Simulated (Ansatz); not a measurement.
Species: [amino(ethyl)boranyl]ethane, C4H12BN (charge 0, singlet). SMILES: CCB(N)CC
Structure (B3LYP-D3(BJ)/def2-TZVP (Ansatz, an electronic-structure program) minimum search):
```
B
N 1 1.4009
H 2 1.0068 1 123.20
H 2 1.0071 3 113.44 1 179.75
C 1 1.5836 2 119.13 3 2.65
H 5 1.0960 1 111.23 2 -9.21
H 5 1.0990 6 105.38 1 -115.04
C 5 1.5354 6 109.50 7 -116.23
H 8 1.0918 5 111.36 6 177.07
H 8 1.0921 9 107.45 5 122.64
H 8 1.0924 9 107.32 10 115.28
C 1 1.5866 2 118.68 3 -177.20
H 12 1.0944 1 110.61 2 -152.13
H 12 1.0959 13 106.11 1 -119.78
C 12 1.5411 13 108.79 14 -116.67
H 15 1.0915 12 111.50 13 -62.89
H 15 1.0923 16 107.50 12 -122.64
H 15 1.0923 16 107.23 17 -115.50
```

Atomisation energy built up term by term with Ansatz (kcal/mol; UHF references for open shells; valence terms freeze the core; atomic spin-orbit terms are left out). CBS(X,Y): correlation extrapolated as X^-3; Hartree-Fock from the larger set.

```json
[
 {"term": "Hartree-Fock", "basis": "cc-pVQZ", "kcal/mol": "___"},
 {"term": "CCSD correlation", "basis": "CBS(cc-pVTZ,cc-pVQZ)", "kcal/mol": "386.28"},
 {"term": "(T)", "basis": "CBS(cc-pVTZ,cc-pVQZ)", "kcal/mol": "___"},
 {"term": "core correlation", "basis": "cc-pwCVTZ", "kcal/mol": "6.75"},
 {"term": "scalar relativity (X2C)", "basis": "cc-pVTZ-DK against cc-pVTZ", "kcal/mol": "-1.13"},
 {"term": "sum: De", "basis": "", "kcal/mol": "___"}
]
```

Task: Fill in the missing entries.

Result: 
- Hartree-Fock, kcal/mol: 1283.01
- (T), kcal/mol: 21.59
- sum: De, kcal/mol: 1696.5
